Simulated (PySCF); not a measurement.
**Correlation energy of Cl (chlorine, neutral)**

[Ne] 3s1 3p6, 2S determinant (an excited configuration). Computed with PySCF 2.14 in x2c-TZVPPall with one added diffuse shell each of s, p, d type (6s6p4d1f, 51 functions), with the spin-free X2C one-electron Hamiltonian (Gaussian nucleus). Frozen: 1s2; 15 electrons correlated.

```json
{"level": "CCSD", "correlation energy (mhartree)": "-484.58"}
{"level": "(T)", "correlation energy (mhartree)": "-46.76"}
{"level": "CCSD(T)", "correlation energy (mhartree)": "-531.34"}
```

Diagnostics: T1 = 0.016, D1 = 0.0503, largest double amplitude 0.209.

A double-excitation amplitude exceeds 0.15, a sign of near-degeneracy.

Cost of the coupled-cluster step: about 11 core-seconds, for 15 correlated electrons.

This basis was not built for core-valence correlation, so the inner-shell part is incomplete.
